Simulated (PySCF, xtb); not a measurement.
H3Sn, SMILES [SnH3-], charge -1.

Harmonic wavenumbers (cm⁻¹) from GFN2-xTB (xtb) at its own minimum, in rising order: 532, 543, 545, 1003, 1006, 1031.

What does B3LYP-D3(BJ)/def2-TZVPD (PySCF 2.14.0) give at its own minimum? (An estimate is asked for; the answer gives what the named calculation found.)

730, 739, 739, 1530, 1530, 1533. Paired by order, the mean absolute difference is 357 cm⁻¹ and the zero-point energies are 6.7 and 9.7 kcal/mol.
